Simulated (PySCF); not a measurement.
**Spinor energies of Kr²⁷⁺ (krypton, charge +27)**

Start: [He] 2s2 2p5; 2p1/2 filled at m_j = +1/2; 2p3/2 filled at m_j = -3/2, -1/2, +1/2, +3/2. Calculated with PySCF 2.14 in an even-tempered Gaussian basis (17 s from 9 bohr⁻², ratio 2.4; 12 p from 12 bohr⁻², ratio 2.4; 5 d from 47 bohr⁻², ratio 2.6; 4 f from 70 bohr⁻², ratio 2.6): generalised Hartree-Fock with the X2C-1e Hamiltonian and a Gaussian nucleus; one run each with spin-orbit coupling (SO) screened by Boettger's factors, then bare. This is a chosen level, not necessarily the ground level.

```
spinor shell  electrons  ε, screened SO (eV)  ε, bare SO (eV)  weight of nominal j (bare SO)  rms radius, bare SO (bohr)
       1s1/2          2             -15889.6         -15889.8                          1.000                      0.0476
       2s1/2          2              -3295.8          -3295.8                          1.000                       0.192
       2p1/2          1              -3142.7          -3145.2                          1.000                       0.167
       2p3/2          4              -3076.2          -3075.2                          1.000                       0.171
```

```json
{"quantity": "E (hartree)", "screened SO": "-2216.38954", "bare SO": "-2216.32204"}
{"quantity": "M_J", "screened SO": "1/2", "bare SO": "1/2"}
{"quantity": "⟨J²⟩", "screened SO": "0.750", "bare SO": "0.750"}
{"quantity": "⟨L²⟩", "screened SO": "2.001", "bare SO": "2.001"}
{"quantity": "⟨S²⟩", "screened SO": "0.751", "bare SO": "0.751"}
```

Each row is a mean over spinors that exchange with the open shell spreads, by up to 9.536 eV (2p3/2).
